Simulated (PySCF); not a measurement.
SMILES c1cccc2c1scc2 (GFN2-xTB optimised geometry):

```
15

C     -1.470    -1.434     0.000
C     -2.186    -0.237     0.000
C     -1.534     0.979     0.000
C     -0.147     0.980     0.000
S      0.901     2.371     0.000
C      2.296     1.344     0.000
C      1.999     0.029     0.000
C      0.593    -0.218     0.000
C     -0.093    -1.434     0.000
H     -2.006    -2.371     0.000
H     -3.266    -0.263     0.000
H     -2.081     1.908     0.000
H      3.266     1.803     0.000
H      2.737    -0.754     0.000
H      0.463    -2.360     0.000
```

Method: PySCF with B3LYP/def2-TZVP.

Q: What are the frontier orbital energies and the dipole moment?

A: HOMO-2 -7.97 eV, HOMO-1 -6.67 eV, HOMO -6.13 eV, LUMO -0.96 eV, LUMO+1 -0.40 eV; dipole moment 0.59 D.

On the same geometry PBE/def2-TZVP (PySCF) gives HOMO-2 -7.09 eV, HOMO-1 -5.95 eV, HOMO -5.42 eV, LUMO -1.63 eV, LUMO+1 -1.10 eV; dipole moment 0.55 D.

Meta-Löwdin charges at B3LYP/def2-TZVP: C1 -0.12, C2 -0.12, C3 -0.12, C4 -0.10, S5 0.25, C6 -0.24, C7 -0.15, C8 0.00, C9 -0.12, H10 0.12, H11 0.12, H12 0.12, H13 0.14, H14 0.13, H15 0.12.
